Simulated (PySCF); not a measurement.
BiFBr₂, SMILES [F][Bi]([Br])[Br]. Atoms are numbered in the order given.

```xyz
4

Bi    -0.2628    -0.6617     0.0000
F      1.5752    -1.5482     0.0000
Br     0.1091     0.9836    -2.0134
Br     0.1091     0.9836     2.0134
```
Charge 0, spin multiplicity 1.

Geometry optimised at B3LYP-D3(BJ)/def2-SVP. The structure was generated by enumeration; whether it is a known compound was not checked. The def2 effective core potentials stand for the cores of Bi; spin–orbit coupling is left out.

All values below come from PBE/def2-TZVP (PySCF).

The molecule is in vacuum.

* **total energy**: -5462.13628 hartree
* **point group**: Cs
* **highest occupied level**: -7.24 eV
* **lowest empty level**: -3.29 eV
* **orbital gap**: 3.96 eV
* **dipole moment**: 3.79 D
* **quadrupole, principal values (traceless, Buckingham form, about the centre of nuclear charge)**: -6.67, -2.29, 8.96 D·Å
* **mean static polarisability**: 85.6 bohr³ (12.68 Å³)
* **polarisability, principal values**: 60.8, 82.7, 113.2 bohr³
